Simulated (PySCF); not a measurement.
**How methods differ on the ionisation energy of Sc**

Sc [Ar] 3d1 4s2 (2D) → Sc⁺ [Ar] 3d1 4s1 (3D), as a difference of total energies. Computed with PySCF 2.14 in cc-pVTZ, with the non-relativistic Hamiltonian (point nucleus). Correlated levels: valence: [Ar] frozen. The calculations carry no spin-orbit coupling.

| method | ionisation energy (eV) |
| --- | --- |
| UHF | 5.362 |
| MP2 (valence) | 6.064 |
| SCS-MP2 (valence) | 6.210 |

How much does correlation contribute at MP2 (valence)?

6.064 − (5.362) = 0.702 eV, measured against UHF.

These non-relativistic numbers lack the scalar-relativistic shift.

Errors of the correlated levels include the incompleteness of this basis and the frozen core.

MP2 underrates the near-degeneracy of ns² with np² in the lower species.

For comparison: 6.562 eV (measured; NIST levels, between the centres of gravity of the two terms).
